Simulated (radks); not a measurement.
Question: Spherical jellium clusters: N electrons in a uniform positive sphere of charge N and radius rs N^(1/3), rs = 3.38 bohr. Calculated with a radial shooting solver with Libxc functionals: non-relativistic Kohn-Sham, PBE, spin-polarised, spherical densities. Levels are named by radial order and angular momentum (1s, 1p, 1d, 2s, ...), and open shells are averaged over m. At N = 15 the configuration is 1s2 1p6 1d(up 5, down 2). The background grows by one charge. Does electron 16 go into 2s up or 2s down or 1d down?

Answer: Into 1d down. The total energies of the other choices lie higher by 0.155 eV (2s up), 0.298 eV (2s down).
